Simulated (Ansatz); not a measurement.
Reaction (redistribution): `C[Se]CF` + `[OH][AlH][SiH2][SeH]` → `C[Se][AlH][OH]` + `FC[SiH2][SeH]`

Isolated molecules relaxed with PBE0-D4/def2-TZVP in Ansatz; ΔE leaves out vibrations. CBS: MP2 limit from def2 TZ/QZ plus the TZ coupled-cluster correction, frozen cores. Functionals use def2-TZVPP. B3LYP here is the variant with VWN-RPA as its local correlation; programs differ in this. For Se outer-core shells are correlated without core-valence functions, which leaves a few kJ/mol of doubt a bond. Scalar relativity is left out up to krypton. One conformer a species, not always the lowest.

```tsv
level	ΔE (kJ/mol)	difference from CCSD(T)/CBS
PBE-D4	-106.4	17.0
r2SCAN-D4	-120.2	3.2
PBE0-D4	-114.1	9.3
B3LYP-D4	-119.1	4.3
ωB97X-V	-118.2	5.2
ωB97M-V	-126.1	-2.7
B2PLYP	-123.2	0.2
PBE	-107.2	16.2
r2SCAN	-120.4	3.0
PBE0	-114.7	8.7
B3LYP	-120.5	2.9
HF/def2-TZVPP	-137.1	-13.7
MP2/def2-TZVPP	-126.5	-3.1
SCS-MP2/def2-TZVPP	-125.3	-1.9
CCSD/def2-TZVPP	-121.8	1.6
CCSD(T)/def2-TZVPP	-119.2	4.2
HF/def2-QZVPP	-137.4	-14.0
MP2/def2-QZVPP	-129.0	-5.6
SCS-MP2/def2-QZVPP	-127.9	-4.5
HF/CBS(def2)	-137.5	-14.1
MP2/CBS(def2)	-130.6	-7.2
CCSD/CBS(def2)	-125.9	-2.5
CCSD(T)/CBS	-123.4	0
```

Largest T1 diagnostic among the species: 0.012.

From PBE to PBE0 (25 % exact exchange), in def2-TZVPP and without D4, ΔE moves by −7.6 kJ/mol. In def2-TZVPP, CCSD(T) changes the Hartree–Fock value by +17.8 kJ/mol (the triples alone add +2.5 kJ/mol) and MP2 by +10.6 kJ/mol.

CCSD(T)/CBS has its own doubt, a few kJ/mol and more with outer-core shells, so smaller differences from it don't rank the levels.
